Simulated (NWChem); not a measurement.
Species: H₃O₂ cation; SMILES O[OH2+]

```xyz
5

O     -0.0015     0.8042    -0.1187
O      0.0011    -0.6410     0.0836
H      0.0126     1.1080     0.8299
H      0.8090    -0.9757    -0.4033
H     -0.8194    -0.9755    -0.3819
```
Atoms are numbered in this order, from 1.

Results from NWChem. Structure relaxed at the PBE-D3(BJ)/def2-SVP level. Atomic charges in e: unrestrained fits to the electrostatic potential beside Mulliken populations; buried atoms are poorly determined by the fit.

Q: Estimate the computed values for B3LYP/def2-SVP. Quantities: ESP O1; Mulliken O1; ESP O2; Mulliken O2; relative RMS misfit of the potential (%).

A: 
* **ESP O1**: -0.23
* **Mulliken O1**: -0.03
* **ESP O2**: -0.29
* **Mulliken O2**: 0.10
* **relative RMS misfit of the potential (%)**: 2
